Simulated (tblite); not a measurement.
Compound: C5H12Al (charge -1).
Structure used (GFN2-xTB), in Å, numbered top down from 1:
```
atom  x, y, z in Å
Al1    2.465    0.439   -0.362
C2     0.423    0.228   -0.624
C3    -0.037   -1.176   -0.217
C4    -1.527   -1.048    0.139
C5    -1.729    0.426    0.536
C6    -0.346    1.082    0.390
H7     2.893    1.966   -0.661
H8     2.730    0.062    1.191
H9     3.243   -0.583   -1.339
H10   -0.017    0.435   -1.618
H11    0.135   -1.916   -1.001
H12    0.527   -1.487    0.667
H13   -1.816   -1.727    0.946
H14   -2.146   -1.293   -0.730
H15   -2.447    0.904   -0.136
H16   -2.121    0.520    1.553
H17   -0.419    2.128    0.086
H18    0.181    1.048    1.348
```

Calculated harmonic vibrations of the isolated species, GFN2-xTB (tblite), most abundant isotopes, no scaling. Against measured fundamentals such values can be off by several per cent, at times by over 20. Modes of hydrogen on aluminium can be 10 to 20 % off. One conformer, not necessarily the lowest. The optimisation stopped once no atom felt more than 0.01 eV/Å.

Lowest wavenumbers of the output (negative numbers stand for imaginary wavenumbers):
```
mode    cm-1
  1     -24.9
  2      29.1
  3      79.1
  4     103.7
  5     251.4
  6     388.2
  7     444.1
  8     493.6
  9     615.8
 10     644.1
 11     737.3
 12     744.9
 13     785.4
 14     814.5
 15     831.1
```

Q: Is this structure a minimum?

A: Not by this Hessian. 1 mode is imaginary beyond 20i (25i cm⁻¹), so at this level the point lies at or near a first-order saddle. The curvature is small, so loose convergence or finite differences may be the whole cause.

Q: Which atoms move in the imaginary mode?

A: 25i: H7 (Al–H hydrogen) 20 %, H9 (Al–H hydrogen) 20 %. These are shares of the mass-weighted motion.

Q: What is the remedy?

A: Step along that mode in both directions, optimise again with tighter thresholds and repeat the frequencies. The zero-point energy of this point (90.1 kcal/mol) counts the 47 real modes alone, and thermal corrections from it aren't those of a minimum.
